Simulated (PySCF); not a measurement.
Theoretical values (PySCF 2.14.0 with density-fitted response routines): coordinates at the GFN2-xTB level, shielding tensors at PBE0/pcSseg-1 (GIAO). Averaged over atoms made equivalent by symmetry, fast rotation or ring inversion, gas phase, no relativistic terms, a single conformation.

Chemical shifts δ = σref − σ; TMS for $^{1}$H (31.72 ppm) and $^{13}$C (186.93 ppm), all at this level. Shifts are as computed. Against solution values, carbons near 30 ppm lie about +3 ppm off and those near 130 ppm about +5 ppm; carbons on Cl a further +6 ppm. Of 1309 compounds with measured shifts, 239 miss one by over three times the rms of a fit or turn the order of signals round; such compounds aren't used in these exercises. Carbons bonded to Cl come out too deshielded. OH and NH positions are gas-phase values without hydrogen bonding to other molecules.

Problem. Order these molecules by the shift of their most shielded carbon-bound hydrogen, lowest δ first.
A. C[C@@]1(F)CCC[Si@H](F)C1
B. CC#C[Si@H](C)C(Cl)Cl
C. C=C[C@@H]1C=C([SiH2]F)C=CC1
D. C=C[Si@H](Cl)[SiH2]N

Solution. B (0.48 ppm, hydrogen on a methyl carbon bonded to Si), A (0.81 ppm, hydrogen on an sp3 CH2 bonded to Si), C (2.14 ppm, hydrogen on an allylic sp3 CH2), D (6.38 ppm, hydrogen on a terminal =CH2 carbon).

Problem. Order these molecules by the shift of their most deshielded carbon-bound hydrogen, lowest δ first.
A. C[C@@]1(F)CCC[Si@H](F)C1
B. C=C[Si@H](Cl)[SiH2]N
C. CC#C[Si@H](C)C(Cl)Cl

Solution. A (1.99 ppm, hydrogen on an sp3 CH2 in a ring), C (5.64 ppm, hydrogen on an sp3 CH bonded to 2 Cl and Si), B (6.56 ppm, hydrogen on a terminal =CH2 carbon).

Problem. How many $^{13}$C and $^{1}$H signals does each give (equivalence by symmetry and fast rotation, but not about amide C–N or C=N bonds)? `C=C[Si@H](Cl)[SiH2]N`, `CC#C[Si@H](C)C(Cl)Cl`, `CC#C[C@@H]1[SiH2]/C(=C/C)[C@@H]1F`, `C=C[C@@H]1C=C([SiH2]F)C=CC1`, `C[C@@]1(F)CCC[Si@H](F)C1`

Solution. C=C[Si@H](Cl)[SiH2]N: 2 C, 7 H; CC#C[Si@H](C)C(Cl)Cl: 5 C, 4 H; CC#C[C@@H]1[SiH2]/C(=C/C)[C@@H]1F: 8 C, 7 H; C=C[C@@H]1C=C([SiH2]F)C=CC1: 8 C, 11 H; C[C@@]1(F)CCC[Si@H](F)C1: 6 C, 10 H.
